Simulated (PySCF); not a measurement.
Zn(Br)(Me) (CH₃BrZn), SMILES [CH3][Zn][Br]. Atoms are numbered in the order given.

```xyz
6

Zn     0.0000     0.0000    -0.8194
Br     0.0000     0.0000     1.4459
C      0.0000     0.0000    -2.7633
H     -0.8935    -0.5159    -3.1476
H      0.8935    -0.5159    -3.1476
H      0.0000     1.0318    -3.1476
```

Coordinates come from a B3LYP-D3(BJ)/def2-SVP optimisation. The structure was generated by enumeration; whether it is a known compound was not checked.

Two levels are set side by side: PBE/pcSseg-1 (PySCF) and KT2/pcSseg-1 (PySCF). GIAO shifts against TMS (¹H), TMS (¹³C) at the same level; non-relativistic, no solvent, atoms listed together averaged. Without spin–orbit terms, shifts of atoms bonded to Cl or Br come out too high at both levels. Differences are taken from unrounded values.

| quantity | KT2 |
|---|---|
| δ(¹³C) of C3 (ppm) | -7.7 |
| δ(¹H) of H4, H5, H6 (ppm) | 0.57 |

Problem. What does PBE give, and how far is it from KT2? (The exact figures need the calculation; the answer reports its results.)

Solution. 
```
quantity                    PBE  PBE minus KT2
-------------------------  ----  -------------
δ(¹³C) of C3 (ppm)         -8.4           -0.7
δ(¹H) of H4, H5, H6 (ppm)  0.57           0.00
```

Rough cost on one machine, each run with all the roots and properties that it gave: KT2 against PBE within a factor of 2.
